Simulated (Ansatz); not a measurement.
`[PH2][SnH2][SH]` + H–F → `[F][SnH2][SH]` + PH₃  (cleavage of the Sn–P bond)

Computed with Ansatz on PBE0-D4/def2-TZVP structures; ΔE is electronic, products minus reactants. CCSD(T)/CBS adds triple-zeta CCSD(T) − MP2 to the extrapolated MP2 energy (def2 sets, frozen cores). This one scheme is used for every species. Functionals use def2-TZVPP. B3LYP here is the variant with VWN-RPA as its local correlation; programs differ in this. Elements past krypton have def2 core potentials. For Sn outer-core shells are correlated without core-valence functions, which leaves a few kJ/mol of doubt a bond. Each species was taken in one conformer, which may not be the lowest.

```csv
level,ΔE (kJ/mol)
r2SCAN-D4,-27.4
B3LYP-D4,-26.4
B2PLYP,-29.9
r2SCAN,-28.8
r2SCANh,-25.6
LC-ωPBE,-31.3
RPA@PBE/def2-TZVPP,-24.2
MP2/def2-TZVPP,-11.2
```

**Question.** What does CCSD(T)/CBS give? (Best estimate.)

**Answer.** The calculation gave: -17.1 kJ/mol. The listed levels differ from it by -10.3, -9.3, -12.8, -11.7, -8.5, -14.2, -7.1, 5.9 kJ/mol.

Largest T1 diagnostic among the species: 0.013.

In def2-TZVPP, CCSD(T) changes the Hartree–Fock value by +23.9 kJ/mol (the triples alone add +2.6 kJ/mol) and MP2 by +31.1 kJ/mol. From r2SCAN to r2SCAN0 (25 % exact exchange), in def2-TZVPP and without D4, ΔE moves by +7.4 kJ/mol. The D4 term adds +9.1 kJ/mol with B3LYP and +5.1 kJ/mol with PBE0; it sums over pairs of atoms, weighted by their polarisabilities, and B3LYP, whose exchange is more repulsive, gets the larger term.
